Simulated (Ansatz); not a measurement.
Molecule: bromosilane, sum formula SiH$_{3}$Br, net charge 0, singlet state. SMILES: Br[SiH3]
Geometry: optimised at B3LYP-D3(BJ)/def2-TZVP (Ansatz, a quantum-chemistry and plane-wave program).

Computed values are from Ansatz. Valence correlation only, unless marked. Open shells are spin-unrestricted. No spin-orbit coupling. Frozen are the shells of the preceding noble gas and the d and f shells that filled before the atom's block. Non-relativistic. CBS(X,Y): correlation extrapolated as X^-3; Hartree-Fock from the larger set.

### Question
What is the vertical ionisation energy (to the doublet) at CCSD(T)/CBS(def2-TZVPPD,def2-QZVPPD)?

### Answer
11.13 eV.

### Question
What is the atomisation energy De at CCSD(T)/CBS(def2-TZVPPD,def2-QZVPPD)?

### Answer
1364.8 kJ/mol.

### Question
What is the vertical triplet-singlet gap at CCSD(T)/CBS(def2-TZVPPD,def2-QZVPPD)?

### Answer
6.63 eV.

### Question
What is the total energy at CCSD(T)/CBS(def2-TZVPPD,def2-QZVPPD)?

### Answer
-2863.5940 Eh.

### Question
What is the dipole moment at CCSD(T)/def2-SVPD?

### Answer
1.41 D.
